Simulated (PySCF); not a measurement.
SMILES [NH2][Ge]([OH])([Br])[Br] (CAM-B3LYP/def2-SVP optimised geometry):

```
8

N      1.177    -1.040     0.000
Ge    -0.614    -1.040     0.000
O     -1.107    -1.844     1.475
Br    -1.315    -2.140    -1.886
Br    -1.634     1.040     0.000
H      1.632    -0.564     0.774
H      1.634    -0.839    -0.884
H     -2.019    -1.660     1.733
```

Level of theory: PySCF with CAM-B3LYP/def2-TZVP.

Problem. What are the frontier orbital energies and the dipole moment?

Solution. HOMO-2 -10.06 eV, HOMO-1 -9.77 eV, HOMO -9.55 eV, LUMO -0.32 eV, LUMO+1 1.44 eV; dipole moment 1.35 D.

On the same geometry PBE/def2-TZVP in PySCF 2.14.0 gives HOMO-2 -7.36 eV, HOMO-1 -7.10 eV, HOMO -6.74 eV, LUMO -2.23 eV, LUMO+1 -0.29 eV; dipole moment 1.36 D.

Meta-Löwdin charges at CAM-B3LYP/def2-TZVP: N1 -0.69, Ge2 1.10, O3 -0.72, Br4 -0.26, Br5 -0.29, H6 0.25, H7 0.25, H8 0.35.
